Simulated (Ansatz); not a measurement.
The cluster AsP2 was relaxed with PBE-D4 (def2-TZVP) in Ansatz in these states: charge +1 singlet, neutral doublet, neutral quartet. The geometries follow in no particular order.

A:

```xyz
3

P     0.305    0.523   -1.045
P     0.924    0.093    0.864
As   -1.228   -0.616    0.181
```

B:

| atom | x (Å) | y (Å) | z (Å) |
| --- | --- | --- | --- |
| P1 | -1.107 | -0.490 | 0.291 |
| P2 | 0.341 | -0.089 | -1.194 |
| As3 | 0.766 | 0.579 | 0.904 |

C:

```
atom    x (Å)    y (Å)    z (Å)
  P1  -1.0187   0.1454  -0.6358
  P2   0.5968  -1.1488  -0.2664
 As3   0.4219   1.0034   0.9022
```

**Question.** Judge from the bond lengths which geometry belongs to which state (an estimate).

**Answer.** A is the neutral doublet (P2–As3 2.367 Å, P1–P2 2.052 Å, P1–As3 2.270 Å); B is the charge +1 singlet (P2–As3 2.242 Å, P1–P2 2.113 Å, P1–As3 2.241 Å); C is the neutral quartet (P2–As3 2.455 Å, P1–P2 2.103 Å, P1–As3 2.275 Å).

At PBE0-D4/def2-TZVP a doublet lies 1.90 eV below the neutral quartet. These are the stationary points nearest to one start from a short search; other shapes may lie lower in each state.
